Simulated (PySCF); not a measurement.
## Stationary points of ZrCl₃⁺

Level of theory: PySCF, PBE0, basis Zr def2-SVP with ECP28, Cl def2-SVP (scalar-relativistic core potentials, no spin–orbit coupling, density fitting).

Relaxations began from a few typed shapes. The search is not exhaustive: other isomers or separated fragments can lie lower, and high-lying points may rest on an excited occupation.

```
   spin  group               bonds                angles  imaginary modes (cm⁻¹)  ΔE (kJ/mol)  ΔE with ZPE (kJ/mol)
singlet    C3v  Zr–Cl 2.259 Å (×3)  Cl–Zr–Cl 109.1° (×3)                    none          0.0                   0.0
singlet    D3h  Zr–Cl 2.273 Å (×3)  Cl–Zr–Cl 120.0° (×3)                     72i         12.6                     –
```

The lowest minimum found is the singlet C3v: Zr–Cl 2.259 Å (×3); Cl–Zr–Cl 109.1° (×3).

Formally Zr is in oxidation state +4, d0. A d0 centre has no lone pair, yet it is C3v rather than trigonal planar: covalent bonding through the d orbitals favours lower symmetry. The polar-tensor charge on Zr, 2.28, is far below the formal one.

For the lowest minimum: stability towards spin polarisation was not tested.
